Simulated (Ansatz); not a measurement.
One change: `CC=[Se]` becomes `[Se]=C[TeH]`.

Ansatz, PBE0-D4/def2-TZVP geometries, multiplicity 1. 

Elements past krypton have def2 core potentials. Scalar relativity is left out up to krypton.

```tsv
property	`CC=[Se]`
LUMO energy (PBE0/def2-TZVPP) / eV	-2.36
size of the dipole moment (ωB97M-V/def2-TZVPP) / D	2.40
LUMO energy (ωB97M-V/def2-TZVPP) / eV	-0.26
HOMO–LUMO gap (PBE0/def2-TZVPP) / eV	3.84
HOMO energy (PBE0/def2-TZVPP) / eV	-6.20
HOMO–LUMO gap (B3LYP/def2-TZVPP) / eV	3.41
```

(1) Give the same properties after the change, and the shifts. (Estimate.)

## Answers

(1) The calculation gave: 
```csv
property,`[Se]=C[TeH]`,shift
LUMO energy (PBE0/def2-TZVPP) / eV,-2.62,-0.26
size of the dipole moment (ωB97M-V/def2-TZVPP) / D,2.24,-0.16
LUMO energy (ωB97M-V/def2-TZVPP) / eV,-0.65,-0.39
HOMO–LUMO gap (PBE0/def2-TZVPP) / eV,3.68,-0.16
HOMO energy (PBE0/def2-TZVPP) / eV,-6.30,-0.10
HOMO–LUMO gap (B3LYP/def2-TZVPP) / eV,3.29,-0.12
```

With PBE0 the HOMO falls by 0.10 eV and the LUMO falls by 0.26 eV, so the gap narrows by about 0.16 eV. PBE moves the HOMO by -0.13 eV and ωB97M-V by -0.06 eV. The zero-point energy changes by -80.9 kJ/mol with -6 modes. Dipoles are sizes alone; their direction can turn.

B3LYP here is the variant with VWN-RPA as its local correlation; programs differ in this.

Spin–orbit coupling is left out; it splits and shifts lone-pair levels of the heavy atoms by tenths of an eV.
